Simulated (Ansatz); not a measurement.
Consider the ligand exchange at the Hf–N bond: `O=C=[N][Hf]([F])([F])[F]` + `CCNC` → `CC[N](C)[Hf]([F])([F])[F]` + `N=C=O`.

Computed with Ansatz on PBE0-D4/def2-TZVP structures; ΔE is electronic, products minus reactants. CCSD(T)/CBS is the MP2 limit (def2-TZVPP, def2-QZVPP) plus CCSD(T) − MP2 in def2-TZVPP, frozen cores. This one scheme is used for every species. Functionals use def2-TZVPP. def2 core potentials past Kr. For Hf outer-core shells are correlated without core-valence functions, which leaves a few kJ/mol of doubt a bond. Each species was taken in one conformer, which may not be the lowest.

`O=C=[N][Hf]([F])([F])[F]`:

Cartesian coordinates in Å:
```
O 2.229 1.218 -2.085
C 1.442 0.788 -1.348
N 0.626 0.342 -0.585
Hf -0.747 -0.408 0.699
F -1.969 0.952 1.200
F 0.118 -1.069 2.251
F -1.699 -1.822 -0.132
```

`CCNC`:

Z-matrix (Å, degrees):
```
C
C 1 1.514
H 1 1.092 2 110.6
H 1 1.092 2 111.0 3 120.6
H 1 1.094 2 111.0 3 -119.8
N 2 1.447 1 111.2 3 57.6
H 2 1.096 1 109.7 3 -61.5
H 2 1.106 1 109.7 3 -177.6
C 6 1.445 2 113.2 1 177.3
H 6 1.013 2 109.3 1 54.5
H 9 1.104 6 114.0 2 -54.9
H 9 1.094 6 109.5 2 65.4
H 9 1.092 6 109.9 2 -176.7
```

`CC[N](C)[Hf]([F])([F])[F]`:

```xyz
16

C    -1.486    0.080    1.461
C    -1.005   -0.612    0.196
N     0.281   -0.141   -0.287
C     1.408   -0.480    0.558
Hf    0.673    0.852   -1.985
F     1.888   -0.214   -3.015
F    -0.985    1.158   -2.883
F     1.581    2.474   -1.522
H    -1.570    1.158    1.306
H    -2.469   -0.301    1.750
H    -0.808   -0.090    2.300
H    -0.951   -1.697    0.369
H    -1.748   -0.464   -0.595
H     1.368    0.015    1.534
H     1.471   -1.564    0.722
H     2.352   -0.174    0.089
```

`N=C=O`:

```xyz
4

N     0.499   -0.481    0.325
C    -0.454    0.067   -0.176
O    -1.438    0.471   -0.641
H     1.393   -0.056    0.492
```

CCSD(T)/CBS gives +63.9 kJ/mol.

**Question.** Another level gave +64.5 kJ/mol. Which?
A. r2SCAN0/def2-TZVPP
B. RPA@PBE/def2-TZVPP
C. LDA (SPW92)/def2-TZVPP
D. PBE/def2-TZVPP

**Answer.** D. PBE 64.5, r2SCAN0 71.7, LDA (SPW92) 53.5, RPA@PBE/def2-TZVPP 58.6 kJ/mol.

**Question.** What do rigid-rotor, harmonic-oscillator terms from PBE0-D4/def2-TZVP frequencies (298.15 K, 1 bar) make of the CCSD(T)/CBS value? (An estimate is asked.)

**Answer.** Computed: ΔZPE = -8.0 kJ/mol, ΔH = +58.2 kJ/mol, ΔS = 10 J/(mol·K), ΔG = +55.2 kJ/mol. Modes under 50 cm⁻¹ make the entropy rough.

Largest T1 diagnostic among the species: 0.018.

The D4 term adds −8.5 kJ/mol with B3LYP and −5.0 kJ/mol with PBE0; it sums over pairs of atoms, weighted by their polarisabilities, and B3LYP, whose exchange is more repulsive, gets the larger term. From r2SCAN to r2SCAN0 (25 % exact exchange), in def2-TZVPP and without D4, ΔE moves by +4.7 kJ/mol. In def2-TZVPP, CCSD(T) changes the Hartree–Fock value by −37.1 kJ/mol (the triples alone add −5.1 kJ/mol) and MP2 by −39.3 kJ/mol.

B3LYP here is the variant with VWN-RPA as its local correlation; programs differ in this.
